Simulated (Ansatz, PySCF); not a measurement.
Molecule: GeO₂ (charge 0, singlet). 
Coordinates optimised at B3LYP-D3(BJ)/def2-TZVP (Ansatz, a program for electronic structure):
```xyz
3

Ge     0.0000     0.0000     0.0000
O      0.0000     0.0000     1.6240
O      0.0000     0.0000    -1.6240
```

Quantity: vertical ionisation energy (to the doublet state of charge +1; each state is the SCF solution reached for its spin; the UHF <S^2> is 1.23 for the doublet (pure: 0.75); for the doublet the Hartree-Fock reference is unstable and T1 is 0.073; for the singlet T1 is 0.027), in eV. Correlated levels leave the core frozen unless marked. Open shells are spin-unrestricted. Spin-orbit coupling is left out. Frozen are the shells of the preceding noble gas and the d and f shells that filled before the atom's block. No relativistic terms. 

```
level                 program  vertical ionisation energy (eV)
--------------------  -------  -------------------------------
CAM-B3LYP/def2-TZVPD   Ansatz                            12.03
wB97M-V/def2-TZVPD     Ansatz                            12.03
wB97X-V/def2-TZVPD     Ansatz                            12.02
CCSD/aug-cc-pVDZ       Ansatz                            11.70
CCSD(T)/aug-cc-pVDZ    Ansatz                            11.79
CCSD(T)/aug-cc-pVTZ    Ansatz                            11.91
```

For comparison, minus the highest occupied orbital energy (PySCF): 7.97 eV at TPSS/def2-TZVPD, 7.97 eV at M06-L/def2-TZVPD, 8.03 eV at BP86/def2-TZVPD.
